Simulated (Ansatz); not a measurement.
PBE exchange is replaced step by step with exact exchange (0 % is PBE, 25 % PBE0; no dispersion term), basis def2-SVP, Ansatz. System: the cluster Cr3P3. Charge 0, multiplicity 2. Geometry: PBE0-D4/def2-SVP.

Geometry of the doublet:

| atom | x (Å) | y (Å) | z (Å) |
| --- | --- | --- | --- |
| Cr1 | -1.539 | -0.153 | -0.160 |
| Cr2 | 0.222 | 1.052 | 1.373 |
| Cr3 | 1.126 | -0.976 | -0.077 |
| P4 | 0.054 | -0.280 | -2.057 |
| P5 | 0.434 | 1.461 | -0.864 |
| P6 | -0.297 | -1.106 | 1.785 |

At PBE-D4/def2-SVP, PBE with 10 % exact exchange/def2-SVP, PBE with 15 % exact exchange/def2-SVP, PBE0-D4/def2-SVP and others the charge 0 doublet is spin-contaminated (final ⟨S²⟩ up to 7.98, 0.75 for a pure state). At PBE with 10 % exact exchange/def2-SVP an occupied level of the charge 0 doublet lies above an empty one (by up to 0.17 eV), so this SCF solution is probably not the lowest. The geometry of the doublet was relaxed on an unsound state (⟨S²⟩ 6.55, where a pure state has 0.75). At PBE0-D4/def2-TZVP a quartet of charge 0 lies 1.12 eV below the doublet, each at its own geometry. That quartet is doubtful there (⟨S²⟩ 8.98, where a pure state has 3.75). The structure comes from a short search, and lower isomers may exist.

HOMO and LUMO are taken over both spins.

```tsv
exact exchange (%)	HOMO (eV)	LUMO (eV)	gap (eV)	⟨S²⟩
0	-3.76	-3.42	0.34	5.325
10	-3.71	-3.88	-0.17	6.738
25	-4.37	-3.43	0.94	7.503
40	-5.08	-2.93	2.15	7.983
```

(1) Estimate the row for 15 %.

Answers

(1) 
| exact exchange (%) | HOMO (eV) | LUMO (eV) | gap (eV) | ⟨S²⟩ |
| --- | --- | --- | --- | --- |
| 15 | -3.92 | -3.74 | 0.18 | 7.040 |
